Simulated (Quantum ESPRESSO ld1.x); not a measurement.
Values are calculated unless marked as measured or tabulated.
The nuclear charge of neutral fluorine is varied continuously with 9 electrons held in [He] 2s2 2p5. Code: ld1.x of Quantum ESPRESSO 7.5. Model: non-relativistic Kohn-Sham, LDA (Slater exchange, VWN5 correlation), spin-unpolarised, spherical densities, point nucleus. By the Hellmann-Feynman theorem dE/dZ = E(electron-nucleus)/Z, the electronic potential at the nucleus.

\begin{tabular}{lrrrrr}
Z & E (hartree) & E(electron-nucleus)/Z (hartree) & HOMO & e(HOMO) (eV) & <r> HOMO (bohr) \\ \hline
8.25 & -80.3617 & -23.5513 & 2p & -0.691 & 1.404 \\
8.5 & -86.3694 & -24.5090 & 2p & -3.663 & 1.279 \\
8.75 & -92.6157 & -25.4611 & 2p & -7.223 & 1.183 \\
9 & -99.0996 & -26.4099 & 2p & -11.309 & 1.104 \\
9.25 & -105.8205 & -27.3564 & 2p & -15.891 & 1.037 \\
9.5 & -112.7777 & -28.3012 & 2p & -20.950 & 0.9796 \\
9.75 & -119.9710 & -29.2449 & 2p & -26.475 & 0.9287 \\
10 & -127.4001 & -30.1876 & 2p & -32.457 & 0.8835 \\
\end{tabular}

The central difference of E at Z = 9 is -26.409 hartree, to compare with the third column; the second derivative is -3.79 hartree. No converged solution with all levels bound was reached at Z = 8.
